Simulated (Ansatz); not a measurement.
System: sum formula HSiOCl2, net charge 0, doublet state. It need not be the lowest isomer of its formula. 
Coordinates optimised at B3LYP-D3(BJ)/def2-TZVP (Ansatz, a first-principles code):
SMILES: Cl[SiH](Cl)[O]
```xyz
5

O     -0.1808     1.8145    -0.6965
Si    -0.0287     0.4936     0.2800
Cl     1.7025    -0.5267    -0.0707
Cl    -1.5925    -0.7998     0.0729
H     -0.0227     1.1224     1.6142
```
Charge 0, spin multiplicity 2.

Dipole moments at this geometry, in debye (magnitudes).

```json
[
 {"level": "SVWN5/def2-TZVPD", "program": "Ansatz", "dipole (D)": "1.58"},
 {"level": "r2SCAN/def2-TZVPD", "program": "Ansatz", "dipole (D)": "1.13"},
 {"level": "B97M-V/def2-TZVPD", "program": "Ansatz", "dipole (D)": "1.03"},
 {"level": "B3LYP/def2-TZVPD", "program": "Ansatz", "dipole (D)": "1.15"},
 {"level": "r2SCANh/def2-TZVPD", "program": "Ansatz", "dipole (D)": "1.08"},
 {"level": "r2SCAN0/def2-TZVPD", "program": "Ansatz", "dipole (D)": "1.04"},
 {"level": "HSE06/def2-TZVPD", "program": "Ansatz", "dipole (D)": "1.09"},
 {"level": "wB97M-V/def2-TZVPD", "program": "Ansatz", "dipole (D)": "1.04"},
 {"level": "wB97X-V/def2-TZVPD", "program": "Ansatz", "dipole (D)": "1.05"},
 {"level": "CCSD(T)/aug-cc-pV(D+d)Z", "program": "Ansatz", "dipole (D)": "1.00"}
]
```
